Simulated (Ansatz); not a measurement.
The same path of CH$_{2}$NTe (5 atoms, charge 0, multiplicity 2) was run 3 times with different band settings. The coordinate that changes most is the angle C1–N2–Te3.

All numbers below come from Ansatz 0.2.0, UKS B3LYP/def2-SVP.

Relaxed end points:

```xyz
5
Properties=species:S:1:pos:R:3
C -0.433 0.345 -0.292
N 0.703 0.091 0.198
Te 1.622 -1.411 1.145
H -1.291 -0.353 -0.286
H -0.601 1.328 -0.765
```

```xyz
5
Properties=species:S:1:pos:R:3
C -0.585 0.046 -0.217
N 0.394 -0.514 0.351
Te 2.294 -0.093 0.813
H -1.538 -0.505 -0.305
H -0.565 1.066 -0.642
```

Common settings: movable images 7; spring 5.0 eV/Å²; start path IDPP; end points relaxed.

| run | climbing image | optimiser | force threshold | iteration limit |
| --- | --- | --- | --- | --- |
| 1 | yes | quadratic models (default) | 0.05 eV/Å | 44 |
| 2 | from the first iteration | fire | 0.05 eV/Å | 60 |
| 3 | yes | quadratic models (default) | 0.5 eV/Å | 60 |

**Question.** What does each run give, and how far can it be trusted?

**Answer.** Run 1: converged after 20 iterations, highest image 0.128 eV above the first end. A vibrational analysis at the climbing image gives one clearly imaginary mode, 204i cm⁻¹: a first-order saddle point.
Run 2: converged after 17 iterations, highest image 0.128 eV above the first end. Another band between the same ends (7 images) ends at a top of the same energy, where a vibrational analysis finds 1 clearly imaginary mode.
Run 3: converged after 2 iterations, highest image 0.130 eV above the first end. The threshold of 0.5 eV/Å is loose, so the images may lie well off the minimum-energy path. Another band between the same ends (7 images) ends at a top of the same energy, where a vibrational analysis finds 1 clearly imaginary mode.
